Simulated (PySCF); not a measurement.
C2H7FSi2, SMILES F[SiH2]/C=C\[SiH3]. Heavy atoms are numbered as in [F:1][SiH2:2]/[CH:3]=[CH:4]\[SiH3:5]. Hydrogens are named by the atom that carries them.

The structure is a stationary point at B3LYP-D3(BJ)/def2-SVP. The structure was generated by enumeration; whether it is a known compound was not checked. Other conformers were not sampled.

Method: PBE/pcSseg-1 in PySCF.

GIAO shieldings, no solvent; atoms alike by connectivity are averaged. δ = σ(ref) − σ: ¹⁹F against CFCl3 (σ = 133.6 ppm); ²⁹Si against TMS (σ = 335.4 ppm); ¹³C against TMS (σ = 182.0 ppm); ¹H against TMS (σ = 31.49 ppm), references at their B3LYP-D3(BJ)/def2-TZVP geometries, non-relativistic.

```json
[
 {"nucleus": "¹⁹F", "atoms": "F1", "count": "1", "δ (ppm)": "-257.0"},
 {"nucleus": "²⁹Si", "atoms": "Si2 (SiH2)", "count": "1", "δ (ppm)": "1.4"},
 {"nucleus": "²⁹Si", "atoms": "Si5 (SiH3)", "count": "1", "δ (ppm)": "-79.3"},
 {"nucleus": "¹³C", "atoms": "C4 (CH)", "count": "1", "δ (ppm)": "156.5"},
 {"nucleus": "¹³C", "atoms": "C3 (CH)", "count": "1", "δ (ppm)": "155.2"},
 {"nucleus": "¹H", "atoms": "H on C4", "count": "1", "δ (ppm)": "7.63"},
 {"nucleus": "¹H", "atoms": "H on C3", "count": "1", "δ (ppm)": "7.12"},
 {"nucleus": "¹H", "atoms": "H on Si2", "count": "2", "δ (ppm)": "5.95"},
 {"nucleus": "¹H", "atoms": "H on Si5", "count": "3", "δ (ppm)": "4.56"}
]
```
